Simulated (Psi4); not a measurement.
hydrogen atom (H), doublet.

Here is a job for Psi4.
```
memory 2 GB

molecule mol {
0 2
H     0.000000    0.000000    0.000000
}

set {
  basis 6-31g*
  reference uks
}

energy('blyp')
print_variables()
```

Q: What does this run give for the dipole moment, total energy, <S^2>, number of basis functions?

A: 
The dipole moment is 0.00 D, the total energy is -0.4954 Eh and the <S^2> comes out as 0.750. The number of basis functions comes out as 2.

These values belong to the state on which the SCF converged, which isn't shown to be the lowest.
